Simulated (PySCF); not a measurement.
## Frontier levels across methods

Species: C7H10O.
Structure used (PBE0-D3(BJ)/def2-SVP), in Å, numbered top down from 1:
```
atom  x, y, z in Å
O1    -0.2275   -0.9619    0.7962
C2     0.1252    0.0108    0.1569
C3     1.5483    0.4455    0.1343
C4     2.5944   -0.6378    0.2705
C5     2.3344    0.2641    1.4158
C6    -0.8482    0.8151   -0.6314
C7    -1.9843    0.0587   -1.2872
C8    -2.2604    0.8936   -0.0961
H9     1.7866    1.3108   -0.4887
H10    2.2011   -1.6559    0.3373
H11    3.5150   -0.5170   -0.3055
H12    1.7680   -0.1445    2.2570
H13    3.0664    1.0365    1.6641
H14   -0.4513    1.6880   -1.1553
H15   -1.9660   -1.0253   -1.1457
H16   -2.3113    0.4060   -2.2704
H17   -2.7887    1.8420   -0.2207
H18   -2.4272    0.3732    0.8509
```

Basis pcSseg-1 throughout (PySCF), one geometry. The structure is a single PBE0-D3(BJ)/def2-SVP conformer in the gas phase; no vibrational or solvent corrections.

How do the orbital energies, the gap and the dipole change with the method?

```json
{"method": "BLYP", "kind": "GGA", "HOMO (eV)": "-5.55", "LUMO (eV)": "-1.35", "gap (eV)": "4.20", "μ (D)": "2.59", "SCF cycles": "15"}
{"method": "PBE", "kind": "GGA", "HOMO (eV)": "-5.67", "LUMO (eV)": "-1.50", "gap (eV)": "4.17", "μ (D)": "2.57", "SCF cycles": "15"}
{"method": "BP86", "kind": "GGA", "HOMO (eV)": "-5.79", "LUMO (eV)": "-1.59", "gap (eV)": "4.19", "μ (D)": "2.59", "SCF cycles": "15"}
{"method": "KT3", "kind": "GGA", "HOMO (eV)": "-5.80", "LUMO (eV)": "-1.43", "gap (eV)": "4.37", "μ (D)": "2.52", "SCF cycles": "16"}
{"method": "B97-2", "kind": "global hybrid", "HOMO (eV)": "-6.96", "LUMO (eV)": "-0.52", "gap (eV)": "6.44", "μ (D)": "2.68", "SCF cycles": "13"}
{"method": "PBE0", "kind": "global hybrid", "HOMO (eV)": "-7.26", "LUMO (eV)": "-0.46", "gap (eV)": "6.80", "μ (D)": "2.69", "SCF cycles": "14"}
{"method": "mPW1PW91", "kind": "global hybrid", "HOMO (eV)": "-7.29", "LUMO (eV)": "-0.48", "gap (eV)": "6.82", "μ (D)": "2.70", "SCF cycles": "14"}
{"method": "CAM-B3LYP", "kind": "range-separated hybrid", "HOMO (eV)": "-8.71", "LUMO (eV)": "0.72", "gap (eV)": "9.43", "μ (D)": "2.72", "SCF cycles": "13"}
{"method": "BHandHLYP", "kind": "global hybrid", "HOMO (eV)": "-8.74", "LUMO (eV)": "0.74", "gap (eV)": "9.48", "μ (D)": "2.82", "SCF cycles": "12"}
```

The HOMO spans 3.20 eV, from BLYP down to BHandHLYP, and the gap runs from 4.17 eV (PBE) to 9.48 eV (BHandHLYP). Over the methods BLYP (0 %), PBE (0 %), BP86 (0 %), KT3 (0 %), B97-2 (21 %), PBE0 (25 %), mPW1PW91 (25 %), BHandHLYP (50 %), a straight line through the gap against the share of exact exchange rises by 1.05 eV for each 10 % (correlation coefficient 0.999). The dipole ranges from 2.52 D (KT3) to 2.82 D (BHandHLYP). This basis has no diffuse functions.

The vertical ΔSCF ionisation energy at B3LYP/def2-SVPD is 9.22 eV; −ε(HOMO) comes closest to it with BHandHLYP (8.74 eV).
